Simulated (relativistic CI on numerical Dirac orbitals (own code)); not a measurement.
How well does a small relativistic CI reproduce In I?

Computed by Dirac-Coulomb-Breit CI, KLI orbitals optimised for each configuration, QED by a radiative potential, valence Slater integrals scaled by 0.85, P86 correlation energy added to each configuration (own radial code, finite nucleus).

Configurations in the expansion (outside the closed core [Kr] 4d10): 5s2 5p, 5s2 6s, 5s2 6p, 5s2 5d, 5s 5p2, 5s2 7s, 5s2 6d, 5s2 7p, 5s2 4f, 5s2 7d, 5s2 5f, 5s2 5g, 5s2 6f, 5s2 7f, 5p3, 5s 5p 5d. Levels of other configurations are missing.

```
Configuration  Term (tabulated)    J  Measured (cm⁻¹)  Computed  Error  Purity (%)
       5s2 5p               2P°  1/2              0.0         0      0          97
       5s2 5p               2P°  3/2           2212.6      1923   -290          97
       5s2 6s                2S  1/2          24373.0     27858   3485         100
       5s2 6p               2P°  1/2          31817.0     35059   3242         100
       5s2 6p               2P°  3/2          32115.2     35351   3236         100
       5s2 5d                2D  3/2          32892.2     35769   2877          91
       5s2 5d                2D  5/2          32915.5     35806   2890          91
       5s 5p2                4P  1/2          34977.7     30144  -4834         100
       5s 5p2                4P  3/2          36020.8     31064  -4957         100
       5s2 7s                2S  1/2          36301.8     40050   3748         100
       5s 5p2                4P  5/2          37451.9     32472  -4980          99
       5s2 6d                2D  3/2          39048.5     42407   3359          83
       5s2 6d                2D  5/2          39098.4     42473   3375          85
```

Measured levels from NIST Handbook of Basic Atomic Spectroscopic Data (Sansonetti and Martin, J. Phys. Chem. Ref. Data 34, 1559 (2005)); pairs were made by configuration, J and term (by order where the table uses no LS term), so strongly mixed levels may be paired wrongly.

Mean error by configuration (cm⁻¹): 5s2 5p -290; 5s2 6s 3485; 5s2 6p 3239; 5s2 5d 2884; 5s 5p2 -4923; 5s2 7s 3748; 5s2 6d 3367. Over the excited levels the mean absolute error is 3439 cm⁻¹ (12 of the 12 excited levels that our extract of the source holds in range could be paired), and the median relative error of those above 1,000 cm⁻¹ is 10 %.

Transition probabilities of persistent lines. The last column rescales the computed rate by the cube of measured over computed energy:

```
λ measured (Å)           Lower          Upper  A tabulated (s⁻¹)  A computed  A rescaled
   2710.26 air  5s2 5p 2P°_3/2  5s2 6d 2D_5/2           2.70e+07    5.56e+06    4.18e+06
   2753.88 air  5s2 5p 2P°_1/2  5s2 7s 2S_1/2           1.30e+07    2.63e+07    1.96e+07
   2932.63 air  5s2 5p 2P°_3/2  5s2 7s 2S_1/2           2.30e+07    4.78e+07    3.42e+07
   3039.36 air  5s2 5p 2P°_1/2  5s2 5d 2D_3/2           1.11e+08    1.03e+08    7.99e+07
   3256.09 air  5s2 5p 2P°_3/2  5s2 5d 2D_5/2           1.30e+08    1.32e+08    9.80e+07
   3258.57 air  5s2 5p 2P°_3/2  5s2 5d 2D_3/2           3.00e+07    2.25e+07    1.68e+07
   4101.75 air  5s2 5p 2P°_1/2  5s2 6s 2S_1/2           5.00e+07    8.64e+07    5.79e+07
   4511.30 air  5s2 5p 2P°_3/2  5s2 6s 2S_1/2           8.90e+07    1.63e+08    1.02e+08
```
